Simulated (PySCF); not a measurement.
# Correlation energy of P(2+) (phosphorus, charge +2)

[Ne] 3s1 3p2, high-spin 4P determinant (an excited configuration). Computed with PySCF 2.14 in aug-cc-pVDZ-DK (5s4p2d, 27 functions), with scalar relativity by spin-free X2C-1e. Frozen: [Ne]; 3 electrons correlated.

```tsv
level	correlation energy (mhartree)
CCSD	-11.87
(T)	-0.01
CCSD(T)	-11.88
CCSDT	-11.89
FCI	-11.89
```

Diagnostics: T1 = 0.0018, D1 = 0.0037, largest double amplitude 0.046, weight of the Hartree-Fock determinant in FCI 0.9911 (1540 determinants).

Cost of the coupled-cluster step: roughly 0.19 core-seconds, for 3 correlated electrons.

Iterations:

```
CC2 = 0
CCSD nocc = (np.int64(3), np.int64(0)), nmo = (22, 22)
frozen orbitals [[0, 1, 2, 3, 4], [0, 1, 2, 3, 4]]
max_cycle = 100
direct = 0
conv_tol = 1e-08
conv_tol_normt = 1e-06
diis_space = 8
diis_start_cycle = 0
Init t2, MP2 energy = -0.0078596412835476
Init E_corr(UCCSD) = -0.0078596412835816
cycle = 1  E_corr(UCCSD) = -0.0104798600897965  dE = -0.00262021881  norm(t1,t2) = 0.0213552
cycle = 2  E_corr(UCCSD) = -0.011374456582755  dE = -0.000894596493  norm(t1,t2) = 0.00779542
cycle = 3  E_corr(UCCSD) = -0.0118764742109215  dE = -0.000502017628  norm(t1,t2) = 0.00299146
cycle = 4  E_corr(UCCSD) = -0.0118726571785036  dE = 3.81703242e-06  norm(t1,t2) = 0.000282681
cycle = 5  E_corr(UCCSD) = -0.0118734460272296  dE = -7.88848726e-07  norm(t1,t2) = 1.54944e-05
cycle = 6  E_corr(UCCSD) = -0.0118733144540836  dE = 1.31573146e-07  norm(t1,t2) = 1.28789e-06
cycle = 7  E_corr(UCCSD) = -0.011873348595713  dE = -3.41416293e-08  norm(t1,t2) = 1.88709e-07
cycle = 8  E_corr(UCCSD) = -0.0118733437613765  dE = 4.83433642e-09  norm(t1,t2) = 4.63248e-08
UCCSD converged
E(UCCSD) = -340.2636111528186  E_corr = -0.01187334376137654
UCCSD(T) correction = -1.48482315307876e-05
```
